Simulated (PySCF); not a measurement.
All of these have the formula C7H7OP. Theory: PySCF, TDDFT PBE0/def2-SVPD, vertical, gas phase, core orbitals frozen in the response. Geometries: GFN2-xTB; one conformer of each isolated species. Triplets are in the Tamm–Dancoff approximation.

A. `Cc1cpccc1C=O`
B. `CC#CPc1ccco1`
C. `C=Cc1ocpc1C=C`
D. `C#CP(C)c1ccoc1`

Lowest singlet levels (six at most, fewer where fewer were computed) with oscillator strengths:

1. 240 nm (f 0.017); 227 nm (f 0.006); 211 nm (f 0.057); 210 nm (f 0.021); 200 nm (f 0.094); 196 nm (f 0.012); T1 3.90 eV
2. 238 nm (f 0.025); 226 nm (f 0.074); 223 nm (f 0.196); 207 nm (f 0.054); 205 nm (f 0.034); 200 nm (f 0.012); T1 3.78 eV
3. 291 nm (f 0.015); 276 nm (f 0.417); 253 nm (f 0.238); 233 nm (f 0.122); 226 nm (f 0.000); 215 nm (f 0.010); T1 2.65 eV
4. 368 nm (f 0.000); 289 nm (f 0.011); 287 nm (f 0.049); 275 nm (f 0.270); 226 nm (f 0.000); 225 nm (f 0.000); T1 2.75 eV

Problem. Match each spectrum to its molecule.

Solution. 1 = D, 2 = B, 3 = C, 4 = A.
- A: S1 at 3.37 eV, HOMO-1→LUMO (93%); Löwdin shares by element: HOMO carbon 44% or more, phosphorus 26% (atoms not listed hold the other 30%); LUMO phosphorus 26%, carbon 25% or more, oxygen 14% (atoms not listed hold the other 35%); HOMO -7.48 and LUMO -2.64 eV; point group Cs, 3 of its 6 listed states under f = 0.0005.
- B: S1 at 5.20 eV, HOMO→LUMO (46%), HOMO→LUMO+1 (23%), HOMO-1→LUMO (21%); Löwdin shares by element: HOMO carbon 50% or more, phosphorus 18% (atoms not listed hold the other 31%); LUMO carbon 31% or more, phosphorus 14%, oxygen 14% (atoms not listed hold the other 42%); HOMO -6.45 and LUMO -0.23 eV.
- C: S1 at 4.27 eV, HOMO→LUMO+1 (77%), HOMO-1→LUMO (20%); Löwdin shares by element: HOMO carbon 58% or more (atoms not listed hold the other 42%); LUMO carbon 58% or more (atoms not listed hold the other 42%); HOMO -6.35 and LUMO -1.51 eV; point group Cs, 1 of its 6 listed states under f = 0.0005.
- D: S1 at 5.18 eV, HOMO→LUMO (44%), HOMO→LUMO+1 (42%); Löwdin shares by element: HOMO carbon 45% or more, phosphorus 25% (atoms not listed hold the other 29%); LUMO carbon 29% or more, phosphorus 17% (atoms not listed hold the other 53%); HOMO -6.48 and LUMO -0.23 eV.
B and D have S1 within 0.03 eV of each other; their strongest listed levels stand at 5.56 eV (f 0.196) and 6.19 eV (f 0.094).
